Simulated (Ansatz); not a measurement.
`[NH2][Ge][Cl]` + CH₃OH → `C[O][Ge][Cl]` + NH₃ at 400 K and 1 bar (ligand exchange at a Ge–N bond).

Isolated molecules relaxed with PBE0-D4/def2-TZVP in Ansatz; ΔE leaves out vibrations. CCSD(T)/CBS is the MP2 limit (def2-TZVPP, def2-QZVPP) plus CCSD(T) − MP2 in def2-TZVPP, frozen cores. This one scheme is used for every species. For Ge outer-core shells are correlated without core-valence functions, which leaves a few kJ/mol of doubt a bond. Scalar relativity is left out up to krypton. Each species was taken in one conformer, which may not be the lowest.

```csv
species,CCSD(T)/CBS energy (Eh),H − E (kJ/mol),S (J/(mol·K))
`[NH2][Ge][Cl]`,-2591.85675,91.6,316.9
CH₃OH,-115.61712,151.2,252.6
`C[O][Ge][Cl]`,-2650.97453,139.2,359.7
NH₃,-56.50880,104.2,203.1
```

H − E and S are ideal-gas, rigid-rotor, harmonic terms from PBE0-D4/def2-TZVP, for one conformer and one mirror image of each species. 1 Eh = 2625.50 kJ/mol, R = 8.31446 J/(mol·K).

Q: By hand: ΔE, ΔH, ΔS and ΔG.

A: ΔE = (-2650.97453) + (-56.50880) − (-2591.85675) − (-115.61712) = -0.00946 Eh = -24.8 kJ/mol. Δ(H − E) = 139.2 + 104.2 − 91.6 − 151.2 = 0.6, so ΔH = -24.2 kJ/mol. ΔS = 359.7 + 203.1 − 316.9 − 252.6 = -6.7 J/(mol·K). ΔG = -24.2 − 400 × (-6.7)/1000 = -21.5 kJ/mol.

Q: By hand: the equilibrium constant, and the temperature at which ΔG would vanish if ΔH and ΔS stayed fixed.

A: log₁₀ K = −ΔG/(RT ln 10) = 2.8. ΔG = 0 at ΔH/ΔS = 3612 K, far beyond where these terms or the molecules hold.

The number of gas molecules stays the same, so ΔS is small and ΔH decides. A doubt of 5 kJ/mol in ΔE shifts log₁₀ K by 0.7 here. Other conformers and mirror images would add mixing entropy, several J/(mol·K) or more a flexible species. These are equilibria of isolated gas molecules and say nothing of rates. Largest T1 diagnostic: 0.015 (customary marks: 0.02 for closed shells, 0.045 for open ones).
